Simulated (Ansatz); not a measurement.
Program: Ansatz. Geometries: PBE0-D4/def2-TZVP. ΔE: electronic, gas phase. CCSD(T)/CBS adds triple-zeta CCSD(T) − MP2 to the extrapolated MP2 energy (def2 sets, frozen cores). DFT in def2-TZVPP. B3LYP here is the variant with VWN-RPA as its local correlation; programs differ in this. For Br outer-core shells are correlated without core-valence functions, which leaves a few kJ/mol of doubt a bond. Scalar relativity is left out up to krypton. One conformer a species, not always the lowest.

Reaction (redistribution): `B[SiH](O)OC` + `[SiH3]Br` → `BBr` + `CO[SiH](O)[SiH3]`

`B[SiH](O)OC`:

Cartesian coordinates in Å:
```
B -1.789 -0.290 1.423
Si 0.025 -0.468 0.573
O 0.275 -1.989 -0.020
O -0.002 0.701 -0.581
C 1.133 1.184 -1.264
H -2.767 -0.629 0.819
H -1.961 0.149 2.522
H 1.217 -0.258 1.437
H -0.429 -2.365 -0.552
H 2.003 1.254 -0.601
H 0.909 2.180 -1.651
H 1.387 0.531 -2.105
```

`[SiH3]Br`:

Cartesian coordinates in Å:
```
Si 0.008 -0.161 0.028
Br -0.106 2.023 -0.349
H -0.621 -0.443 1.338
H 1.434 -0.559 0.040
H -0.716 -0.861 -1.057
```

`BBr`:

Cartesian coordinates in Å:
```
B 0.176 -0.085 0.011
Br -1.526 0.733 -0.100
H 1.107 0.606 0.272
H 0.243 -1.255 -0.183
```

`CO[SiH](O)[SiH3]`:

Z-matrix (Å, degrees):
```
C
O 1 1.411
H 1 1.094 2 111.1
H 1 1.091 2 108.3 3 119.4
H 1 1.096 2 111.4 3 -121.2
Si 2 1.640 1 123.7 3 74.0
Si 6 2.343 2 104.5 1 172.0
O 6 1.649 2 113.1 1 -65.6
H 6 1.487 2 109.6 1 48.7
H 7 1.489 6 110.3 2 -174.4
H 7 1.490 6 109.8 2 66.7
H 7 1.487 6 111.2 2 -53.7
H 8 0.958 6 117.5 2 -68.9
```

```csv
level,ΔE (kJ/mol),difference from CCSD(T)/CBS
PBE0-D4,-25.3,-6.3
ωB97X-V,-17.6,1.4
ωB97M-V,-16.6,2.4
PBE,-30.0,-11.0
r2SCAN,-23.9,-4.9
PBE0,-23.9,-4.9
B3LYP,-19.4,-0.4
HF/def2-TZVPP,-2.3,16.7
MP2/def2-TZVPP,-20.3,-1.3
SCS-MP2/def2-TZVPP,-16.6,2.4
CCSD/def2-TZVPP,-18.6,0.4
CCSD(T)/def2-TZVPP,-22.5,-3.5
MP2/def2-QZVPP,-18.0,1.0
SCS-MP2/def2-QZVPP,-14.5,4.5
HF/CBS(def2),-1.3,17.7
CCSD/CBS(def2),-15.0,4.0
CCSD(T)/CBS,-19.0,0
```

Largest T1 diagnostic among the species: 0.012.

From PBE to PBE0 (25 % exact exchange), in def2-TZVPP and without D4, ΔE moves by +6.1 kJ/mol. In def2-TZVPP, CCSD(T) changes the Hartree–Fock value by −20.3 kJ/mol (the triples alone add −3.9 kJ/mol) and MP2 by −18.1 kJ/mol.
